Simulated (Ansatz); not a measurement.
Single points on the cluster Sn3F5⁺.

```yaml
crystal:
  periodic: [false, false, false]
  atoms:
    - {symbol: Sn, position_ang: [-1.610567, 0.198279, -1.129908]}
    - {symbol: Sn, position_ang: [0.757515, 1.315508, 1.065663]}
    - {symbol: Sn, position_ang: [0.902628, -1.632055, -0.656843]}
    - {symbol: F, position_ang: [1.961487, 0.326077, -0.409660]}
    - {symbol: F, position_ang: [-1.267770, -1.823726, -0.321733]}
    - {symbol: F, position_ang: [-1.334769, 0.632246, 0.934511]}
    - {symbol: F, position_ang: [-0.141590, 1.857691, -0.805860]}
    - {symbol: F, position_ang: [0.733067, -0.874009, 1.323830]}
basis:
  gaussian: {orbitals: def2-TZVP}
total_charge: 1
hamiltonian: {xc: pbe0, dispersion: d4}
scf: {omitted_lower_state_checks: [starts]}
output: {orbitals: {seedname: orbitals}}
```

The file start.molden holds the orbitals of an earlier run on this structure, at another level or in another basis.

```sh
$ ansatz run in.yaml --threads 4 --pin off --events-out ev --progress --plain --max-ram 6963MiB
```

Shortened log:

```
Functional definition: PBE0
2163 factors; their error is unknown
mean field evaluation 1: about -31047.7379 eV, gradient 1.3e2 eV
mean field evaluation 2: about -30841.0877 eV, gradient 3.5e2 eV
mean field evaluation 4: about -31070.9329 eV, gradient 3.6e1 eV
mean field evaluation 8: about -31072.8227 eV, gradient 3.7e-1 eV
mean field evaluation 16: about -31073.1240 eV, gradient 1.4e-3 eV
mean field -31073.12403165 eV, -1141.9162460434 hartree, gradient 4.5e-5 eV, S^2 0.000000; 0 other end points of the search recorded, 0 dependent functions left out
reference -31073.12407017 eV, -1141.9162474586 hartree; 55, 55 occupied and 250, 250 virtual orbitals, 2163 factors
Total energy: -31073.42616906 eV, -1141.9273493880 hartree
Checks for a lower state left out: starts
```

Hardware: 4 threads of Intel Xeon Platinum 8375C on a shared host. Wall time 6.5 s, peak host memory 1.6 GiB.

The first input with `gaussian: {orbitals: def2-TZVP, initial_orbitals: start.molden}`, `hamiltonian: {xc: pbe, dispersion: d4}` (abridged; 3.2 s):

```
Functional definition: PBE
mean field -31073.49742302 eV, -1141.9299679230 hartree, gradient 8.6e-6 eV, S^2 0.000000
Total energy: -31073.85084474 eV, -1141.9429559316 hartree
Checks for a lower state left out: starts
```

As the first input, with `gaussian: {orbitals: def2-TZVP, initial_orbitals: start.molden}`, `hamiltonian: {xc: {name: B2PLYP}}` and without the key `output` (abridged; 12 s):

```
Functional definition: B2PLYP
mean field -31042.80628895 eV, -1140.8020895492 hartree, gradient 4.4e-6 eV, S^2 0.000000
17 core orbitals not correlated: weight in the atoms' cores, before any rotation towards them, 1.000 or more for the frozen orbitals, at most 0.000 for the correlated occupied ones
second order -71.41864600 eV of doubles, -0.00000000 eV of singles
Total energy: -31062.08950097 eV, -1141.5107345200 hartree
Checks for a lower state left out: starts
```

Geometry: r2SCAN-D4/def2-SVP, that of the neutral doublet.

In the def2 sets Sn takes a core potential; there is no spin–orbit coupling. Correlated methods freeze 17 core orbitals; core or outer-core shells of Sn are correlated, in sets that lack core-valence functions. The structure comes from a short search, and lower isomers may exist.
